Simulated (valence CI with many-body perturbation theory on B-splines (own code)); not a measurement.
Nd2+ in brief

Method: valence CI with perturbative core correlation (CI+MBPT): four valence electrons over a frozen Dirac-Fock core [Xe], radial functions for each j: 8 s, 8 p, 9 d, 9 f, 6 g, 3 h, 2 i, with the one-electron correlation potential Σ1 (screened to all orders), the two-electron term Σ2, the three-electron term Σ3, Breit, model QED; the open f shell's mean field enters the energy denominators; selected single and double excitations, second order for the rest, scaled by the run's own slope (own B-spline code, finite nucleus).

Set against measurement, 33 paired levels are off by 2229 cm⁻¹ on average, the worst by 4201. These come from a selection out of Ding et al., The Spectrum and Energy Levels of the Low-lying Configurations of Nd III (preprint, 2023). Levels without a partner in it may be off by more, other configurations by several thousand cm⁻¹. Among the levels kept, up to 580 cm⁻¹ of a level comes from second order outside the variational space, and about a tenth of that is noise between levels of different J, which matters for small intervals. 15 measured levels below the end of the list, from 20389 cm⁻¹ on, found no clear computed partner, and computed levels of the same name lie up to 4879 cm⁻¹ from them.

Rates and lifetimes use the calculated energies. Strong lines usually hold to 10 to 20 %, long lifetimes can be off by a factor of two.

(1) What is the ground level?

(2) How is the term 5I of the ground level split?

(3) Where does the other parity begin?

(4) How well does LS coupling describe the low levels?

(5) What is the ionisation energy?

Answers

(1) 4f4 5I_4, composition 94 % 4f4 5I + 3 % 4f4 3H, g = 0.605.

(2) J = 4 at 0.0000, J = 5 at 0.1526, J = 6 at 0.3186, J = 7 at 0.4931, J = 8 at 0.6717 eV.

(3) At 4f3 5d 5L°_6, 2.326 eV.

(4) Among the lowest 20 levels the leading LS term, summed over configurations, holds 86 % on average. For single configurations the figures are 83 % in LS and 52 % in jj coupling. Terms mix most in the J = 5 level at 2.010 eV, where the leading one holds 51 %.

(5) 22.497 eV; NIST lists 22.09 ± 0.04 eV (semi-empirical).
